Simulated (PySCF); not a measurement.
# How the method changes the shape and vibrations of AlClH3OSi cation

These are calculations, not measurements. They come from PySCF 2.14.0, an open-source quantum chemistry program, on an isolated molecule that a program drew, which may never have been made. The molecule is AlClH3OSi cation (charge +1, singlet), drawn as the SMILES string `[AlH2][O][SiH+]Cl`.

The geometry was optimised and harmonic frequencies were computed with HF and MP2, all in the cc-pV(D+d)Z basis, for the commonest isotopes, with a restricted reference for singlets and an unrestricted one otherwise, and a frozen core in MP2. Each result is a local minimum of its method.

Geometry at the HF minimum:
```xyz
7
AlClH3OSi cation, angstrom
Al   -0.1283   -1.1565   -0.4109
O    -0.4049    0.1155   -1.6475
Si   -0.6147    1.2384   -2.6769
Cl    0.1109    3.0372   -2.3932
H    -1.2559   -1.1828    0.6562
H     1.1762   -1.9539   -0.6813
H    -1.3611    0.9994   -3.8977
```

Lengths of the bonds as drawn, in Å (atoms numbered as above):
| bond | HF | MP2 |
|---|---|---|
| Al1-O2 | 1.795 | 1.823 |
| O2-Si3 | 1.538 | 1.562 |
| Si3-Cl4 | 1.960 | 1.968 |
| Al1-H5 | 1.553 | 1.553 |
| Al1-H6 | 1.553 | 1.553 |
| Si3-H7 | 1.451 | 1.459 |

Rotational constants, in GHz:
```
constant     HF    MP2
       A  12.94   12.8
       B  1.349  1.315
       C  1.247  1.217
```

Harmonic frequencies in cm^-1, each column in rising order, so a row needn't be the same motion in every method:
```
rank    HF   MP2
   1    71    63
   2    80    85
   3   133   118
   4   301   274
   5   477   446
   6   573   542
   7   628   575
   8   646   621
   9   686   671
  10   787   756
  11   902     ?
  12  1247  1184
  13  2098  2066
  14  2128  2107
  15  2492  2417
```

**Estimate the missing MP2 frequency from the HF column.**

A single factor s that minimises the squared misfit of MP2 against s times HF over the other rows is sum(HF x MP2) / sum(HF^2) = 0.9738, with an rms misfit of 20 cm^-1. For rank 11 it gives 0.9738 x 902 = 878 cm^-1. The calculation gives 854 cm^-1, 24 cm^-1 below the estimate. The drawn bonds are on average 0.7 % longer in MP2 than in HF.
